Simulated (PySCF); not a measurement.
## Gas-phase thermal properties of NaOH

Energies from PySCF, thermal terms from the rigid-rotor harmonic-oscillator model, ideal gas at 1 bar. 'Table' is the NASA 1993 thermochemical table (part measured, part estimated). S°(298 K) at PBE0/def2-TZVP differs from the NASA 1993 table for NaOH (+8 J/mol/K); whether the harmonic model or the table's entry is off was not settled. 6-31G* has spherical d functions here. All species are closed-shell singlets. B3LYP is the form with VWN-RPA correlation. The harmonic model lacks anharmonicity and excited electronic states, which grow with temperature; levels with a mode under 35 cm⁻¹ are left out. The table's entry may be an old estimate for NaOH (not checked at source). Warning, point group unlike the PBE0 one: NaOH (B3LYP/6-31G*, PBE/def2-SVP).

```
level           point group  σ  ZPE (kJ/mol)  S°298 (J/mol/K)  Cp298 (J/mol/K)  S°1000 (J/mol/K)  H1000 − H298 (kJ/mol)
--------------  -----------  -  ------------  ---------------  ---------------  ----------------  ---------------------
table                     -  -             -            228.5             48.4             291.3                   36.9
B3LYP/6-31G*             Cs  1          27.8            239.6             45.0             297.7                   34.0
HF/6-31G*               C∞v  1          31.7            230.5             48.0             292.9                   36.6
PBE/def2-SVP             Cs  1          27.7            239.0             44.8             297.0                   34.0
PBE0/def2-TZVP          C∞v  1          29.5            236.3             49.3             299.4                   36.9
```
σ: rotational symmetry number. Electronic degeneracy used: 1. Frequencies are unscaled.
